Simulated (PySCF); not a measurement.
# One molecule, several mistakes: BH3NOSi

These are calculations, not measurements. The program is PySCF 2.14.0, an open-source quantum chemistry code, run on an isolated molecule that a program drew, which may never have been made. The molecule is BH3NOSi (charge 0, doublet), drawn as the SMILES string `[BH]O[SiH]=N`.

Each row is a Hartree-Fock (HF) and frozen-core CCSD(T) single point in the cc-pV(D+d)Z basis, meant for a local HF minimum. Run 1 is clean. Each other run has one planted mistake out of seven kinds, and not every kind appears here: one electron removed, one electron added, multiplicity raised by two, geometry at a saddle point, minimal basis STO-3G, one bond length entered in bohr, all coordinates scaled. The reference is restricted for singlets and unrestricted otherwise, and also for a bond in bohr. Adding or removing an electron swaps singlet and doublet. Electrons count all cores. HOMO and LUMO are orbital energies over both spins, the gradient is its largest component, and the lowest frequency (negative if imaginary) is given only where the gradient is small. Bond lengths are over the 6 bonds as drawn. T1 is the CCSD diagnostic: over 0.02 (restricted) or 0.045 (unrestricted) a single reference is doubtful.

Geometry of the clean run:
```xyz
7
BH3NOSi, angstrom
B     1.6738   -1.5400   -1.4573
O     1.6110   -0.2137   -1.2270
Si    0.9242    0.7592   -0.0932
N     0.0775    0.4580    1.1728
H     2.2752   -1.9863   -2.3979
H     1.2594    2.1199   -0.4836
H    -0.2261   -0.4129    1.5586
```

```
run  electrons  basis functions  <S^2>  HOMO (eV)  LUMO (eV)  gradient (hartree/bohr)  lowest frequency (cm^-1)  mean bond (Å)  longest bond (Å)      T1  HF (hartree)  CCSD(T) (hartree)                 mistake
  1         37               80  0.753      -9.33       2.19                  3.6e-05                        71         1.3669             1.644  0.0198    -444.66969         -445.21685                no fault
  2         38               80  0.000       0.74       7.24                  1.1e-01                         -         1.3669             1.644  0.0183    -444.59765         -445.17745      one electron added
  3         37               80  0.753      -9.02       2.50                  9.9e-02                         -         1.2657             1.523  0.0165    -444.61347         -445.14289  all coordinates scaled
  4         37               27  1.093      -6.18       7.65                  4.7e-02                         -         1.3669             1.644  0.0544    -439.20692         -439.43007    minimal basis STO-3G
  5         36               80  0.000     -15.05      -7.06                  1.5e-01                         -         1.3669             1.644  0.0279    -444.36768         -444.92528                       ?
  6         37               80  1.846      -9.58       1.02                  5.8e-02                         -         1.5151             1.889  0.0262    -444.50748         -445.01605                       ?
```

**Which mistake was planted in run 5, and what did it cost?**

It counts 36 electrons, one fewer than the clean run, at the same geometry and basis. So the mistake is: one electron removed. Subtracting run 1 and multiplying by 627.51 kcal/mol a hartree, the energy moved by 189.5 kcal/mol in HF and 183.0 kcal/mol in CCSD(T).

**Which mistake was planted in run 6, and what did it cost?**

The mean bond changes by a factor of 1.108 and the longest by 1.149, so the molecule wasn't scaled as a whole. A length L in bohr read as angstrom grows by (1/0.5292 - 1) L = 0.890 L. The 6 bonds together grew by 6 x 0.1482 = 0.889 Å, which gives L = 0.999 Å. That is bond N4-H7, 1.000 Å in the clean geometry. So the mistake is: one bond length entered in bohr. Subtracting run 1 and multiplying by 627.51 kcal/mol a hartree, the energy moved by 101.8 kcal/mol in HF and 126.0 kcal/mol in CCSD(T).

Cautions from the logs. Run 2: the HOMO is above zero, so the electron isn't bound and the energy depends on the basis; run 4: T1 is over the limit, so its CCSD(T) energy is less reliable; run 5: T1 is over the limit, so its CCSD(T) energy is less reliable.
